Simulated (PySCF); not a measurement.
# Electron correlation in Si (silicon, neutral)

[Ne] 3s2 3p2, high-spin 3P determinant. All numbers are calculated (PySCF 2.14, the spin-free X2C one-electron Hamiltonian (Gaussian nucleus), in cc-pVTZ-DK (5s4p2d1f, 34 functions)). Frozen: [Ne]; 4 electrons correlated.

MP2 pair energies summed by pair of shells (mhartree):

| pair | energy | share (%) |
| --- | --- | --- |
| 3s-3p | -34.05 | 60.7 |
| 3s-3s | -16.29 | 29.1 |
| 3p-3p | -5.71 | 10.2 |

Total MP2 correlation energy: -56.06 mhartree.

Same-spin part -9.78 and opposite-spin part -46.28 mhartree; SCS-MP2 scales them by 1/3 and 6/5 to -58.80 mhartree.

```tsv
level	correlation energy (mhartree)
CCSD	-74.16
(T)	-2.44
CCSD(T)	-76.60
```

Diagnostics: T1 = 0.012, D1 = 0.0295, largest double amplitude 0.100.

Cost of the coupled-cluster step: 0.29 s of wall time on 1 thread of Neoverse-V1 (shared host), for 4 correlated electrons.

Iterations:

```
CC2 = 0
CCSD nocc = (np.int64(3), np.int64(1)), nmo = (29, 29)
frozen orbitals [[0, 1, 2, 3, 4], [0, 1, 2, 3, 4]]
max_cycle = 100
direct = 0
conv_tol = 1e-08
conv_tol_normt = 1e-06
diis_space = 8
diis_start_cycle = 0
Init t2, MP2 energy = -0.0560575118001154
Init E_corr(UCCSD) = -0.0560575118002669
cycle = 1  E_corr(UCCSD) = -0.0684764078385226  dE = -0.012418896  norm(t1,t2) = 0.0544766
cycle = 2  E_corr(UCCSD) = -0.0719389617720192  dE = -0.00346255393  norm(t1,t2) = 0.0214865
cycle = 3  E_corr(UCCSD) = -0.0741418261575968  dE = -0.00220286439  norm(t1,t2) = 0.0103159
cycle = 4  E_corr(UCCSD) = -0.0741510168864295  dE = -9.19072883e-06  norm(t1,t2) = 0.00211194
cycle = 5  E_corr(UCCSD) = -0.0741677253892542  dE = -1.67085028e-05  norm(t1,t2) = 0.000332101
cycle = 6  E_corr(UCCSD) = -0.0741627748413088  dE = 4.95054795e-06  norm(t1,t2) = 8.10224e-05
cycle = 7  E_corr(UCCSD) = -0.0741655216316421  dE = -2.74679033e-06  norm(t1,t2) = 1.32136e-05
cycle = 8  E_corr(UCCSD) = -0.074164848721743  dE = 6.72909899e-07  norm(t1,t2) = 3.13068e-06
cycle = 9  E_corr(UCCSD) = -0.0741648446262114  dE = 4.09553162e-09  norm(t1,t2) = 5.89897e-07
UCCSD converged
E(UCCSD) = -289.5331420301401  E_corr = -0.07416484462621142
UCCSD(T) correction = -0.00243676921196649
```
